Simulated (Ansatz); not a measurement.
A run for Ansatz (an electronic-structure program): R-wB97X-V/def2-TZVPP on CH6AlN (SMILES C[NH][AlH2]), a point of a torsion scan.

Ansatz 0.2 input:
```yaml
crystal:
  periodic: [false, false, false]
  atoms:
    - {symbol: C, position_ang: [-1.31907300, 0.26477916, 0.23768835]}
    - {symbol: N, position_ang: [-0.06903799, -0.45747689, -0.01352243]}
    - {symbol: Al, position_ang: [1.59562871, 0.12620733, -0.28214781]}
    - {symbol: H, position_ang: [-2.06060006, 0.06252706, -0.54038019]}
    - {symbol: H, position_ang: [-1.11151555, 1.33420427, 0.24444284]}
    - {symbol: H, position_ang: [-1.75088810, -0.00875588, 1.20467338]}
    - {symbol: H, position_ang: [-0.27825635, -1.45388360, -0.01897676]}
    - {symbol: H, position_ang: [2.57104284, 0.33282843, 0.89408892]}
    - {symbol: H, position_ang: [2.09967871, 0.49017047, -1.69332179]}
basis:
  gaussian:
    orbitals: def2-TZVPP
hamiltonian:
  xc: {name: wB97X-V}
scf: {lower_state_search: off}
```

Program output:

```
WARN ansatz: RAYON_NUM_THREADS=1 ignored (pool sized by the plan → 1); use --threads N
Functional definition: wB97X-V
these checks for a lower state are left out or cut short: stability, starts, cluster_reference, orbital_swaps, neighbouring_geometries, increment
integrals: 0.11 GiB planned
977 factors; their error is unknown
integrals: 0.15 GiB planned
258 factors; integrals over basis functions are off by at most 1.3e-5 eV
mean field: 1.00 GiB planned
mean field evaluation 1: about -9216.0560 eV, gradient 4.9e1 eV
mean field evaluation 2: about -9216.2575 eV, gradient 4.8e1 eV
mean field evaluation 4: about -9220.8954 eV, gradient 1.5e0 eV
mean field evaluation 8: about -9220.9069 eV, gradient 4.4e-2 eV
mean field evaluation 16: about -9220.9054 eV, gradient 3.4e-5 eV
mean field -9220.90544216 eV, -338.8620248453 hartree, gradient 5.8e-6 eV, S^2 0.000000; 0 other end points of the search recorded, 0 dependent functions left out
reference -9220.90543991 eV, -338.8620247626 hartree; 16, 16 occupied and 172, 172 virtual orbitals, 977 factors
Total energy: -9220.90543991 eV, -338.8620247626 hartree
Checks for a lower state left out: stability, starts, cluster_reference, orbital_swaps, neighbouring_geometries, increment
```

The calculation finished and met its thresholds.

Cost: roughly 4 core-seconds.
